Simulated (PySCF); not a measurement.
Br$_{2}$Ge (SMILES [Br][Ge][Br]), singlet, geometry from GFN2-xTB; CAMB3LYP/pcseg-1 (PySCF).

PySCF was given this input:
```python
from pyscf import gto, scf, dft

mol = gto.M(
    atom='''
Ge    0.01682949    0.00687689    1.03311619
Br    1.00009172   -1.51961211   -0.47860423
Br   -1.01547868    1.51332467   -0.46595914
''',
    basis='pcseg-1',
    verbose=5,
)

mf = dft.RKS(mol)
mf.xc = 'camb3lyp'
mf.kernel()
```

Problem. Write the output that PySCF gives for this input, abridged.

Solution. 
```
PySCF version 2.14.0

[INPUT] verbose = 5
[INPUT] max_memory = 4000
[INPUT] num. atoms = 3
[INPUT] num. electrons = 102
[INPUT] charge = 0
[INPUT] spin (= nelec alpha-beta = 2S) = 0
[INPUT] symmetry False subgroup None
[INPUT] Mole.unit = angstrom
[INPUT] Symbol           X                Y                Z      unit          X                Y                Z       unit  Magmom
[...]
[INPUT] ---------------- BASIS SET ----------------
[INPUT] l, kappa, [nprim/nctr], expnt,             c_1 c_2 ...
[INPUT] Br
[...]
                                17032.3           0.0140321    0    0    0    0
                                3875.89           0.06974    0    0    0    0
                                1094.78           0.243825    0    0    0    0
                                356.841            0.5    0    0    0    0
                                123.317           0.397752    0    0    0    0
                                235.689              0 -0.0793206    0    0    0
                                28.4876              0  0.5    0    0    0
                                12.879               0 0.367555    0    0    0
                                4.41844              0 0.0448874    0    0    0
                                3.50439              0    0  0.5    0    0
                                1.46525              0    0 0.21969    0    0
                                0.379819             0    0    0    1    0
                                0.138413             0    0    0    0    1
[...]
                                706.766           0.0236047    0    0    0
                                227.783           0.110651    0    0    0
                                85.2764           0.321818    0    0    0
                                34.5964            0.5    0    0    0
                                14.0102           0.282092    0    0    0
                                8.91769              0 0.288898    0    0
                                3.73358              0  0.5    0    0
                                1.57401              0 0.245944    0    0
                                0.550724             0    0    1    0
                                0.154474             0    0    0    1
[...]
                                49.4419           0.0780716    0
                                18.0878           0.264128    0
                                7.19405           0.485386    0
[...]
 -5.86473292e-01 -4.27432056e-01 -3.96629946e-01 -3.88252822e-01
 -3.60841728e-01 -3.47804360e-01 -3.31236326e-01 -8.42621763e-02
  9.35674226e-03  1.63612482e-02  2.06546050e-01  2.84712708e-01
  2.93792557e-01  2.94622635e-01  2.94673045e-01  3.43938892e-01
  3.85750415e-01  3.86271991e-01  4.38047978e-01  5.23070764e-01
  5.27189594e-01  5.32062399e-01  5.32139118e-01  5.38586784e-01
  5.46576231e-01  5.98449060e-01  6.15318942e-01  6.19621575e-01
  6.50417386e-01  6.56058851e-01  7.48166661e-01  7.48799603e-01
  7.77559021e-01  8.16081556e-01  8.17913083e-01  1.05127494e+00
  1.05732852e+00]
nelec by numeric integration = 101.99998417791296
E1 = -11415.99533982492  E2 = 3511.3271907622625  Ecoul = 3773.3960644645717  Exc = -262.0688737023092
cycle= 9 E= -7224.95935513417  delta_E= -2.92e-10  |g|= 5.67e-06  |ddm|= 5.06e-05
[...]
  mo_energy =
[-4.82797781e+02 -4.82797774e+02 -3.98769006e+02 -6.24863286e+01
 -6.24863283e+01 -5.63406461e+01 -5.63406450e+01 -5.63394088e+01
 -5.63394082e+01 -5.63386952e+01 -5.63386920e+01 -4.98496945e+01
 -4.44016729e+01 -4.44002372e+01 -4.43996101e+01 -8.74323002e+00
 -8.74322809e+00 -6.59757756e+00 -6.59757647e+00 -6.59203446e+00
 -6.59203216e+00 -6.58960062e+00 -6.58959960e+00 -6.34804873e+00
 -4.54499105e+00 -4.54088418e+00 -4.53799314e+00 -2.71719403e+00
 -2.71718183e+00 -2.71585087e+00 -2.71584134e+00 -2.71395461e+00
 -2.71393980e+00 -2.70953739e+00 -2.70953049e+00 -2.70937954e+00
 -2.70937364e+00 -1.36836180e+00 -1.36706981e+00 -1.36468364e+00
 -1.36357301e+00 -1.36129883e+00 -8.65688379e-01 -8.41873126e-01
 -5.86474081e-01 -4.27432087e-01 -3.96629990e-01 -3.88252628e-01
 -3.60841649e-01 -3.47804012e-01 -3.31236647e-01 -8.42631551e-02
  9.35598465e-03  1.63600090e-02  2.06545368e-01  2.84711861e-01
  2.93791652e-01  2.94621667e-01  2.94672140e-01  3.43937876e-01
  3.85750037e-01  3.86270773e-01  4.38047878e-01  5.23071140e-01
  5.27190039e-01  5.32062739e-01  5.32139431e-01  5.38587086e-01
  5.46576040e-01  5.98448955e-01  6.15319080e-01  6.19621537e-01
  6.50417509e-01  6.56058815e-01  7.48166914e-01  7.48799429e-01
  7.77559260e-01  8.16081576e-01  8.17913126e-01  1.05127463e+00
  1.05732826e+00]
nelec by numeric integration = 101.99998417791244
E1 = -11415.995362027565  E2 = 3511.3272129649135  Ecoul = 3773.3960866774896  Exc = -262.06887371257596
Extra cycle  E= -7224.95935513416  delta_E= 7.28e-12  |g|= 3.5e-06  |ddm|= 1.59e-05
converged SCF energy = -7224.95935513416
```
